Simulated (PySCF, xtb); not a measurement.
CH₄OSSe, SMILES CS[Se]O.

GFN2-xTB (xtb 6.7.1) at its own geometry gives an orbital gap of 3.80 eV and a dipole moment of 0.70 D.

Geometry: PBE-D3(BJ)/def2-SVP. The structure was generated by enumeration, and PubChem lists no compound with its InChIKey, so it may never have been made. The values are those of a single conformer.

Task: What does ωB97X/def2-TZVP (PySCF) give? (The exact figures need the calculation; the answer reports its results.)

Result: gap 10.14 eV (levels -9.16 and 0.98 eV), dipole 0.90 D.
